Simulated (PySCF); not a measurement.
Compound: C7H13BO2.
Numbering: `[OH:1][B:2]([OH:3])[C@@H:4]1[CH2:5][CH2:6][C@H:7]2[CH2:8][C@@H:9]1[CH2:10]2` (hydrogens: H11 on O1; H12 on O3; H13 on C4; H14, H15 on C5; H16, H17 on C6; H18 on C7; H19, H20 on C8; H21 on C9; H22, H23 on C10)

The closed-shell ground state was solved at several levels (PySCF, density fitting, gas phase, non-relativistic). Geometry: PBE0-D3(BJ)/def2-SVP, one conformer, isolated molecule.

```json
{"level": "B97-2/pcSseg-1", "basis functions": "235", "HOMO (eV)": "-7.66", "LUMO (eV)": "0.96", "gap (eV)": "8.62", "dipole (D)": "1.21"}
{"level": "PBE0/pcSseg-1", "basis functions": "235", "HOMO (eV)": "-7.90", "LUMO (eV)": "0.94", "gap (eV)": "8.84", "dipole (D)": "1.22"}
```

Problem. Estimate the row for CAM-B3LYP/def2-SVPD, a basis of 310 functions; the other rows only guide the guess.

Solution. HOMO -9.31 eV, LUMO 0.69 eV, gap 10.00 eV, dipole 1.29 D.

Problem. Over all these levels, which gives the widest orbital gap and which the narrowest?

Solution. CAM-B3LYP/def2-SVPD (range-separated hybrid) has the widest, 10.00 eV, and B97-2/pcSseg-1 (global hybrid, 21 % exact exchange) the narrowest, 8.62 eV. Functional and basis both differ between the two, so the spread mixes both effects.

Problem. How far do the dipole and the HOMO energy spread over the levels?

Solution. The dipole runs from 1.21 to 1.29 D (mean 1.24 D) and the HOMO from -9.31 to -7.66 eV.
